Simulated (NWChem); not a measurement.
Program: NWChem. System: H3B, charge 0, spin multiplicity 1, at a geometry optimised with B3LYP/def2-SVP. The structure started from a generated list of species. Level: PBE/6-31G* (spherical d).

Output (cleaned and shortened):

```
             Northwest Computational Chemistry Package (NWChem) 7.3.0
             --------------------------------------------------------

                                NWChem Input Module
                                -------------------

 Scaling coordinates for geometry "geometry" by  1.889725989
 (inverse scale =  0.529177249)

 Turning off AUTOSYM since
 SYMMETRY directive was detected!

                             Geometry "geometry" -> ""
                             -------------------------

 Output coordinates in angstroms (scale by  1.889725989 to convert to a.u.)

  No.       Tag          Charge          X              Y              Z
 ---- ---------------- ---------- -------------- -------------- --------------
    1 B                    5.0000     0.00000000     0.00000000     0.00000000
    2 H                    1.0000     0.00000000     0.00000000     1.20439200
    3 H                    1.0000    -1.04303300     0.00000000    -0.60219500
    4 H                    1.0000     1.04303300     0.00000000    -0.60219500

 Effective nuclear repulsion energy (a.u.)       7.3516160856

            Nuclear Dipole moment (a.u.)
            ----------------------------
        X                 Y               Z
 ---------------- ---------------- ----------------
     0.0000000000     0.0000000000     0.0000037795

      Symmetry information
      --------------------

 Group name             C2v
 Group number             16
 Group order               4
 No. of unique centers     3

      Symmetry unique atoms

     1    2    3


 Summary of "ao basis" -> "" (spherical)
 ------------------------------------------------------------------------------
       Tag                 Description            Shells   Functions and Types
 ---------------- ------------------------------  ------  ---------------------
 *                           6-31g*                   on all atoms

  pbe96 is a nonlocal functional; adding pw91lda local functional.
                              NWChem Property Module
                              ----------------------

                                 NWChem DFT Module
                                 -----------------

 Summary of "ao basis" -> "ao basis" (spherical)
 ------------------------------------------------------------------------------
       Tag                 Description            Shells   Functions and Types
 ---------------- ------------------------------  ------  ---------------------
[...]
     L   x y z        total         alpha         beta         nuclear
     -   - - -        -----         -----         ----         -------
     0   0 0 0     -0.000000     -4.000000     -4.000000      8.000000

     1   1 0 0     -0.000000     -0.000000     -0.000000      0.000000
     1   0 1 0      0.000000      0.000000      0.000000      0.000000
     1   0 0 1     -0.000001     -0.000002     -0.000002      0.000004

     2   2 0 0     -6.695129     -7.232589     -7.232589      7.770049
     2   1 1 0      0.000000      0.000000      0.000000      0.000000
     2   1 0 1     -0.000000     -0.000000     -0.000000      0.000000
     2   0 2 0     -5.267808     -2.633904     -2.633904      0.000000
     2   0 1 1     -0.000000     -0.000000     -0.000000      0.000000
     2   0 0 2     -6.695132     -7.232594     -7.232594      7.770056

 *** CALLING NEW AORESP DRIVER FOR CLOSED AND OPEN SHELLS ***
 Entering AOResponse driver routine

--------------------------------------------------------------------------------

          ****************
          *** RESPONSE ***
          ****************

 Response module for NWChem and dynamic CPKS solver

          -----------------------------------------------
          Solving response equations for perturbing field
          -----------------------------------------------

 number of frequencies:     1
 frequency in a.u.:  0.0000000E+00
 Perturbing field: electric
 Using El. Dipole Length Gauge

 Setting up CPKS with frequency omega =      0.00000000 a.u.

 STATIC response

                                NWChem CPHF Module
                                ------------------

  scftype          =     RHF
  nclosed          =        4
  nopen            =        0
  variables        =       64
  # of vectors     =        3
  tolerance        = 0.10D-03
  level shift      = 0.00D+00
  max iterations   =       50
  max subspace     =       30

  int2e_file: Failed to allocate cache ... halving
 SCF residual:    2.9924486983124253E-006

Iterative solution of linear equations
  No. of variables       64
  No. of equations        3
  Maximum subspace       30
        Iterations       50
       Convergence  1.0D-04

   iter   nsub   residual    time
   ----  ------  --------  ---------
     1      3    1.89D+00       0.6
     2      6    1.99D-01       0.7
     3      9    3.42D-03       0.8
     4     12    6.94D-04       1.0
     5     15    5.19D-06       1.1

 Electric Dipole Response Matrix (nonzero elements):

              1        2        3
    1   16.2682   0.0000   0.0000
    2    0.0000   8.3269   0.0000
    3    0.0000   0.0000  16.2682

 ------------------------------------------
 average:        13.62108 + I       0.00000

 DFT Linear Response polarizability / au
 Frequency  =       0.0000000 / au
 Wavelength = -999999.0000000 / nm
              X              Y              Z
 -----------------------------------------------
 X      16.2681625      0.0000000      0.0000000
 Y       0.0000000      8.3268904      0.0000000
 Z       0.0000000      0.0000000     16.2681900
 -----------------------------------------------
 Eigenvalues =      16.2681625      8.3268904     16.2681900
 Isotropic   =      13.6210810
 Anisotropic =       7.9412859
 -----------------------------------------------

 Magnetic Dipole Response Matrix (nonzero elements):
 Optical rotation tensor Beta

 *** static G'=0. Use GPRIME input with finite omega
 *** or better ORBETA without GPRIME for small or zero freq.

 zero matrix

 ------------------------------------------
 average:         0.00000 + I       0.00000

 Exiting AOResponse driver routine

          -------------
          Dipole Moment
          -------------

 Center of charge (in au) is the expansion point
         X =       0.0000000 Y =       0.0000000 Z =       0.0000005

   Dipole moment        0.0000009240 A.U.
             DMX       -0.0000000001 DMXEFC        0.0000000000
             DMY        0.0000000007 DMYEFC        0.0000000000
             DMZ       -0.0000009240 DMZEFC        0.0000000000
   -EFC- dipole         0.0000000000 A.U.
   Total dipole         0.0000009240 A.U.

   Dipole moment        0.0000023487 Debye(s)
             DMX       -0.0000000004 DMXEFC        0.0000000000
             DMY        0.0000000019 DMYEFC        0.0000000000
             DMZ       -0.0000023487 DMZEFC        0.0000000000
   -EFC- dipole         0.0000000000 DEBYE(S)
   Total dipole         0.0000023487 DEBYE(S)

 1 a.u. = 2.541766 Debyes

 Task  times  cpu:        1.1s     wall:        1.1s

 Total times  cpu:        1.1s     wall:        1.1s
```

Problem. Write an NWChem input that would produce this output.

Solution. One answer among several that fit: 
```
start mol
memory heap 200 mb stack 900 mb global 1100 mb
geometry units angstroms nocenter noautoz
  B      0.000000     0.000000    -0.000000
  H      0.000000     0.000000     1.204392
  H     -1.043033     0.000000    -0.602195
  H      1.043033     0.000000    -0.602195
  symmetry group C2v
end
basis spherical
  * library 6-31g*
end
dft
  xc xpbe96 cpbe96
  semidirect memsize 60000000 filesize 0
  iterations 100
end
property
  dipole
  response 1 0.0
end
task dft property
```
